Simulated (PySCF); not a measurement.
Two species compared at the same levels of theory.

First species: GaH2(SMe), CH5GaS.
SMILES: `[H][Ga]([H])[S]C`

Second species: C₈H₉N.
Geometry (PBE0-D3(BJ)/def2-SVP, Å), atoms numbered from 1 in this order:
```
atom  x, y, z in Å
C1     3.4926   -0.0940   -0.3813
N2     2.1266    0.3307   -0.3937
C3     1.2133   -0.5395   -0.2711
C4    -0.2180   -0.2042   -0.2746
C5    -0.6447    1.1234   -0.4264
C6    -2.0008    1.4244   -0.4298
C7    -2.9481    0.4069   -0.2819
C8    -2.5320   -0.9145   -0.1300
C9    -1.1718   -1.2179   -0.1265
H10    3.9852    0.2153   -1.3182
H11    4.0336    0.4196    0.4308
H12    3.6265   -1.1879   -0.2575
H13    1.4511   -1.6187   -0.1534
H14    0.1167    1.8976   -0.5404
H15   -2.3282    2.4599   -0.5491
H16   -4.0139    0.6474   -0.2853
H17   -3.2695   -1.7119   -0.0136
H18   -0.8412   -2.2537   -0.0078
```

Levels: CAM-B3LYP/def2-SVPD for dipole moment, HOMO energy, LUMO energy, HOMO–LUMO gap, static isotropic polarisability and electronic spatial extent ⟨r²⟩ about the centre of nuclear charge; TDDFT CAM-B3LYP/def2-SVPD for lowest singlet excitation; TDA CAM-B3LYP/def2-SVPD for lowest triplet excitation (Tamm–Dancoff); PBE0-D3(BJ)/def2-SVP for rotational constant A and rotational constant C. Geometries: PBE0-D3(BJ)/def2-SVP. Each species is one conformer at its optimised geometry, gas phase, non-relativistic unless stated. Electronic properties by PySCF.

The conformers computed, where there is a choice (atom-mapped SMILES and torsion angles):
- `[CH3:1]/[N:2]=[CH:3]/[c:4]1[cH:5][cH:6][cH:7][cH:8][cH:9]1`: N2–C3–C4–C5 0°

Values for the first species:

| Item | Value |
| --- | --- |
| Dipole moment | 1.50 D |
| HOMO energy | -8.43 eV |
| LUMO energy | -0.52 eV |
| HOMO–LUMO gap | 7.91 eV |
| Lowest singlet excitation | 5.09 eV |
| Lowest triplet excitation (Tamm–Dancoff) | 4.18 eV |
| Static isotropic polarisability | 66.2 au |
| Electronic spatial extent ⟨r²⟩ about the centre of nuclear charge | 510 bohr² |
| Rotational constant A | 15.221 GHz |
| Rotational constant C | 2.402 GHz |

**Question.** Estimate the same properties for the second species, and the change in each.

**Answer.** 
```tsv
property	first	second	second less first
dipole moment	1.50 D	1.22 D	-0.28 D
HOMO energy	-8.43 eV	-8.15 eV	+0.28 eV
LUMO energy	-0.52 eV	-0.27 eV	+0.25 eV
HOMO–LUMO gap	7.91 eV	7.88 eV	-0.03 eV
lowest singlet excitation	5.09 eV	4.62 eV	-0.47 eV
lowest triplet excitation (Tamm–Dancoff)	4.18 eV	3.43 eV	-0.75 eV
static isotropic polarisability	66.2 au	106.7 au	+40.5 au
electronic spatial extent ⟨r²⟩ about the centre of nuclear charge	510 bohr²	1473 bohr²	+963 bohr²
rotational constant A	15.221 GHz	5.071 GHz	-10.150 GHz
rotational constant C	2.402 GHz	0.774 GHz	-1.628 GHz
```

On the first: The dipole equals about 5.0 × 10⁻³⁰ C·m (1 D = 3.33564 × 10⁻³⁰ C·m). The polarisability is 9.82 Å³ as a volume (1 au = 0.148185 Å³), or 1.14 au for each of the 58 electrons. The calculation is non-relativistic and has no spin–orbit coupling, an omission that weighs most on gallium.

On the second: The 10 singlets span 4.62 to 7.42 eV, and their oscillator strengths add up to 1.25. The dipole matches unit charges of opposite sign 0.25 Å apart (1 e·Å = 4.8032 D).
